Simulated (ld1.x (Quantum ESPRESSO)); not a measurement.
## Configuration tests for chromium (Cr) (TM semilocal)

chromium (Cr), norm-conserving Troullier–Martins (semilocal form), made with ld1.x (Quantum ESPRESSO) 7.5 (LDA (PZ), scalar-relativistic). Core [Ne], reference 3s2 3p6 3d4.5 4s0 4p0 (charge +1.5). Waves: 3s (bound): rc 1.15 bohr; 3p (bound): rc 1.60 bohr; 3d (bound): rc 2.00 bohr. Local part: the d channel. Core correction: none.

Energies are relative to the spin-unpolarised reference configuration 3s2 3p6 3d4.5 4s0 4p0; without spin polarisation the order of configurations can differ from experiment. Spin-polarised rows fill each open shell by Hund’s rule, majority spin first. Not all tests gave a result: 1 of 9 tests not solved or not reliable. Left out of the table: 3s2 3p6 3d5.5 4s0.5 4p0 (solver errors, printed error -1456 eV).

| valence configuration | charge | ΔE all-electron (eV) | error AE − PS (meV) |
| --- | --- | --- | --- |
| 3s2 3p6 3d5 4s0 4p0 | +1 | -6.547 | -9.5 |
| 3s2 3p6 3d4 4s0 4p0 | +2 | 9.797 | -4.9 |
| 3s2 3p6 3d2 4s0 4p0 | +4 | 89.451 | +720 |
| 3s2 3p6 3d4 4s1 4p1 | 0 | -10.075 | +265 |
| 3s2 3p5 3d5 4s1 4p0 | +1 | 37.782 | +121 |
| 3s2 3p6 3d5 4s1 4p0 (spin-polarised) | 0 | -18.603 | +485 |

What are ΔE and the potential's error for 3s2 3p6 3d5 4s1 4p0?

ΔE = -13.687 eV all-electron; the error (AE − PS) is +151 meV.

What are ΔE and the potential's error for 3s2 3p6 3d4.5 4s0 4p0 (spin-polarised)?

ΔE = -3.952 eV all-electron; the error (AE − PS) is +326 meV.

Levels in the configuration 3s2 3p6 3d5 4s1 4p0:

```csv
level,all-electron (eV),pseudo (eV)
3s,-73.560,-73.387
3p,-45.348,-45.186
3d,-3.131,-3.010
4s,-4.199,-4.318
```
